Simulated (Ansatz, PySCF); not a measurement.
Species: C4H8O (charge 0, singlet). 
Coordinates optimised at B3LYP-D3(BJ)/def2-TZVP (Ansatz, a quantum-chemistry and plane-wave program):
```
C
H 1 1.0921
H 1 1.0921 2 105.75
C 1 1.5220 2 109.01 3 -117.07
H 4 1.0984 1 111.39 2 -64.37
H 4 1.0984 5 104.53 1 120.40
C 4 1.5038 5 106.91 6 113.13
O 7 1.2038 4 125.05 5 124.25
H 7 1.1117 8 120.27 4 180.00
C 1 1.5256 2 110.19 3 119.07
H 10 1.0910 1 111.15 2 -58.16
H 10 1.0928 11 107.68 1 -122.14
H 10 1.0928 11 107.68 12 -115.72
```

Total electronic energies in hartree. Correlated levels leave the core frozen unless marked. Spin-orbit coupling is left out. Non-relativistic. Basis-set limits of correlation are two-point, X^-3; Hartree-Fock from the larger set. The bracket is a focal-point correction in the basis named.

```
level                                                     program  energy (Eh)
-------------------------------------------------  --------------  -----------
HF/cc-pwCVTZ                                               Ansatz   -231.07278
HF/def2-TZVPD                                               PySCF   -231.07723
B2GP-PLYP-D4/def2-TZVPD                            Ansatz + dftd4          [?]
RI-MP2/aug-cc-pVTZ                                         Ansatz   -232.00380
SCS-MP2/cc-pVDZ                                            Ansatz   -231.74127
CCSD/6-31G*                                                Ansatz   -231.72655
CCSD(T)/cc-pwCVTZ                                          Ansatz   -232.07992
RI-MP2/CBS(cc-pVTZ,cc-pVQZ)+[CCSD(T)-MP2]/cc-pVDZ          Ansatz    -232.1851
RI-MP2/CBS(cc-pVTZ,cc-pVQZ)+[CCSD(T)-MP2]/cc-pVTZ          Ansatz    -232.1864
```

**Question.** Fill in the missing entries.

**Answer.** 
- B2GP-PLYP-D4/def2-TZVPD, energy (Eh): -232.30091
